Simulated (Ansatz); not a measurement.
`NC(F)[SiH2]O`, relaxed with RKS PBE0-D4/def2-TZVP in Ansatz 0.2.0 from a PBE-D4/def2-SVP geometry. The force threshold is 0.005 eV/Å; the program also tests the step.

Total charge 0; spin multiplicity 1.

Start:

```xyz
11

N    -0.532    0.329    1.577
C     0.458    0.531    0.600
F     0.642    1.921    0.224
Si    0.042   -0.287   -1.071
O     0.039   -1.955   -0.848
H    -0.317    0.761    2.483
H    -1.469    0.617    1.275
H     1.443    0.201    0.998
H    -1.312    0.238   -1.487
H     1.062    0.131   -2.096
H    -0.056   -2.488   -1.655
```

Question: By how much does the energy fall, and how many steps does the optimiser take? (Best estimate.)

Answer: Ansatz gave: 6.21 kJ/mol, in 9 steps.

Question: Which bonds change most? (Best estimate.)

Answer: The calculation gave: Si4–O5 from 1.684 to 1.645 Å; C2–F3 from 1.452 to 1.431 Å; Si4–H9 from 1.511 to 1.491 Å; Si4–H10 from 1.505 to 1.486 Å.

Question: Give the relaxed structure. (An estimate is asked.)

Answer: The calculation gave: 
```xyz
11

N    -0.559    0.370    1.543
C     0.457    0.515    0.591
F     0.747    1.884    0.290
Si    0.015   -0.282   -1.071
O     0.101   -1.911   -0.855
H    -0.330    0.748    2.452
H    -1.459    0.710    1.235
H     1.391    0.110    0.993
H    -1.361    0.161   -1.435
H     0.966    0.173   -2.118
H     0.031   -2.477   -1.624
```
